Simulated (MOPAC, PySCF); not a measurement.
C$_{9}$H$_{10}$SSi, SMILES `c1(cc(C)cc2sccc21)[SiH3]`, neutral singlet in the gas phase. 

Cartesian coordinates (Å):
```xyz
21

C      3.2563    -0.3972     0.1603
C      1.7955    -0.0431     0.0406
C      0.8077    -1.0142     0.3326
C     -0.5607    -0.7583     0.2327
Si    -1.8143    -2.0982     0.6420
C     -0.9675     0.5377    -0.1819
C     -2.2966     1.0662    -0.3675
C     -2.2989     2.3670    -0.7752
S     -0.6954     3.0306    -0.9608
C      0.0236     1.5103    -0.4732
C      1.3915     1.2278    -0.3644
H      3.4862    -0.8136     1.1549
H      3.9002     0.4804     0.0025
H      3.5420    -1.1620    -0.5821
H      1.1435    -2.0057     0.6513
H     -1.0820    -3.3317     1.0479
H     -2.7135    -1.6722     1.7557
H     -2.6792    -2.4062    -0.5360
H     -3.2097     0.4929    -0.2009
H     -3.1639     2.9946    -0.9856
H      2.1351     1.9951    -0.5928
```
Charge 0, spin multiplicity 1.

All levels are single points at this geometry (B3LYP-D3(BJ)/def2-SVP); Pople sets use spherical d functions. Orbital energies aren't observables, and empty levels follow the basis.

PM3 in MOPAC gives HOMO (eV) = -8.59.

Q: Estimate the HOMO (eV) from each of these levels: B3LYP-D3(BJ)/def2-TZVP in PySCF; M06-2X/def2-TZVP in PySCF; B3LYP/3-21G in PySCF; B3LYP/6-311+G** in PySCF; BP86/6-31G* in PySCF; M06-2X/6-31G* in PySCF; PBE/6-31G* in PySCF; SVWN5/6-31G* in PySCF; HF/6-31G* in PySCF; AM1 in MOPAC; PM6 in MOPAC; PM7 in MOPAC.

A: 
| level | HOMO (eV) |
|---|---|
| B3LYP-D3(BJ)/def2-TZVP in PySCF | -6.14 |
| M06-2X/def2-TZVP in PySCF | -7.34 |
| B3LYP/3-21G in PySCF | -6.01 |
| B3LYP/6-311+G** in PySCF | -6.17 |
| BP86/6-31G* in PySCF | -5.29 |
| M06-2X/6-31G* in PySCF | -7.17 |
| PBE/6-31G* in PySCF | -5.20 |
| SVWN5/6-31G* in PySCF | -5.34 |
| HF/6-31G* in PySCF | -7.98 |
| AM1 in MOPAC | -8.49 |
| PM6 in MOPAC | -8.58 |
| PM7 in MOPAC | -8.46 |
